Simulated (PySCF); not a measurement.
GeH2ClBr, SMILES [GeH2]([Cl])[Br]. Atoms are numbered in the order given.

```xyz
5

Ge     0.6860     0.5462     0.0000
Cl    -0.8584     2.0502     0.0000
Br    -0.2953    -1.5348     0.0000
H      1.4880     0.6945     1.2925
H      1.4880     0.6945    -1.2925
```
Charge 0, spin multiplicity 1.

The structure is a stationary point at r2SCAN-D4/def2-SVP.

Two levels are set side by side: PBE/pcSseg-1 (PySCF) and PBE0/pcSseg-1 (PySCF). GIAO shifts against GeH4 (⁷³Ge), HCl (³⁵Cl), TMS (¹H) at the same level; non-relativistic, no solvent, atoms listed together averaged. Without spin–orbit terms, shifts of atoms bonded to Cl or Br come out too high at both levels. Differences are taken from unrounded values.

```json
[
 {"quantity": "δ(⁷³Ge) of Ge1 (ppm)", "PBE0": "383.3"},
 {"quantity": "δ(³⁵Cl) of Cl2 (ppm)", "PBE0": "42.6"},
 {"quantity": "δ(¹H) of H4, H5 (ppm)", "PBE0": "6.57"}
]
```

Problem. What does PBE give, and how far is it from PBE0? (Estimate from the structure and the level; the computed values follow.)

Solution. 
```csv
quantity,PBE,PBE minus PBE0
δ(⁷³Ge) of Ge1 (ppm),416.1,32.8
δ(³⁵Cl) of Cl2 (ppm),79.1,36.5
"δ(¹H) of H4, H5 (ppm)",6.85,0.28
```

Rough cost on one machine, each run with all the roots and properties that it gave: PBE0 against PBE within a factor of 2.
